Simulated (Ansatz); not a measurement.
Saddle point of HfHClF4, singlet (HfF₄ ([F][Hf]([F])([F])[F]) + HCl → HfClF₃ ([F][Hf]([F])([F])[Cl]) + HF (still joined by a long Hf–F bond); bonds formed: F2–H6; dative contacts that become bonds: Hf1–Cl7; bonds broken: H6–Cl7; bonds weakened to dative contacts: Hf1–F2), PBE0-D4/def2-TZVP structure:

Hf1  (-0.450, -0.360, 0.130)
F2  (1.589, -0.196, 0.437)
F3  (-0.432, -2.086, -0.630)
F4  (-2.007, 0.391, -0.659)
F5  (-0.957, -0.481, 1.943)
H6  (1.559, 0.924, -0.254)
Cl7  (0.697, 1.807, -0.967)
(Å)

Energies are electronic, without zero-point energy. Barriers and step energies count from the start structure reached by relaxing down the imaginary mode; all methods use the PBE0-D4 structures, on which another method's saddle can fall below an end. Program: Ansatz 0.2.0. Basis: def2-TZVPP, with def2-QZVPP for the basis limit. Cores are frozen in the correlated methods. Core potentials replace the inner electrons of the atoms past krypton. B3LYP uses VWN-RPA correlation. Extrapolation: Hartree–Fock as exp(−7.88 √X), correlation as X^−2.97.

```tsv
method	barrier (kJ/mol)	step energy (kJ/mol)
SPW92	4.6	-5.2
PBE-D4	27.4	4.1
BLYP-D4	38.4	11.3
r2SCAN-D4	30.2	0.8
B97M-V	?	1.7
PBE0-D4	34.4	-1.1
B3LYP-D4	?	6.2
r2SCAN0-D4	35.7	-3.3
BHLYP-D4	50.2	1.2
CAM-B3LYP-D4	42.0	6.7
wB97X-V	44.1	5.6
wB97M-V	42.3	2.1
B2PLYP	41.8	3.4
PBE-QIDH	37.1	-4.5
RPA on PBE	?	3.6
HF	75.0	0.4
MP2	36.3	-4.1
CCSD	48.2	0.0
CCSD(T)	41.4	-1.1
```

(1) Fill in the withheld barriers. (To be estimated.)

T1 diagnostic: at most 0.016.

Answers

(1) The calculation gives: RPA on PBE 41.8; B3LYP-D4 42.3; B97M-V 42.5 kJ/mol. Each is the energy of the saddle less that of the start structure, by the same method.

For comparison, the barrier by CCSD(T) at an estimated basis limit (MP2 extrapolated from triple and quadruple zeta, plus CCSD(T) − MP2 in triple zeta) is 44.8 kJ/mol.

Labels in which every atom is bracketed show which atoms are joined, not bond orders.

For scale, one of the runs: CCSD(T)/def2-TZVPP, 236 basis functions, launched by `ansatz run in.yaml --threads 8 --pin off --events-out ev --progress --plain --max-ram 19148MiB`. The run took 3.3 min on 8 CPU threads of an Arm Neoverse V1 (shared host), with 5.5 GiB of host memory at its peak.
